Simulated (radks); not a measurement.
Coulomb parameter of the 3d shell of the copper ion Cu2+ in the model configuration [Ar] 3d8 4p1, as a second difference U = [E(n + 0.25) + E(n - 0.25) - 2 E(n)] / (0.25)^2 with all orbitals relaxed. "Bare": the charge of the atom changes with n. "Screened": the 4p shell takes up the change at fixed total charge, which measures U(3d,3d) + U(4p,4p) - 2 U(3d,4p). Method: scalar-relativistic Kohn-Sham, BLYP, spin-unpolarised, spherical densities, point nucleus; computed with a radial shooting solver on a logarithmic mesh with Libxc functionals.

case                 configuration  E - E(n) (eV)
start                 [Ar] 3d8 4p1          0.000
bare +0.25         [Ar] 3d8.25 4p1         -8.885
bare -0.25         [Ar] 3d7.75 4p1         10.073
screened +0.25  [Ar] 3d8.25 4p0.75         -4.771
screened -0.25  [Ar] 3d7.75 4p1.25          5.171

U(bare) = 19.010 eV, U(screened by 4p) = 6.392 eV, against the Slater integral F0(3d,3d) = 29.114 eV with frozen orbitals.
